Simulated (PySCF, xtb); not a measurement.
Zn(SeH)2 (H2Se2Zn), SMILES [SeH][Zn][SeH].

GFN2-xTB in xtb at its own geometry gives an orbital gap of 2.84 eV and a dipole moment of 4.05 D.

The structure is a stationary point at B3LYP-D3(BJ)/def2-SVP. Other conformers were not sampled.

### Question
What does PBE/def2-TZVPD in PySCF give? (An estimate is asked for; the answer gives what the named calculation found.)

### Answer
gap 3.97 eV (levels -6.08 and -2.11 eV), dipole 0.56 D.
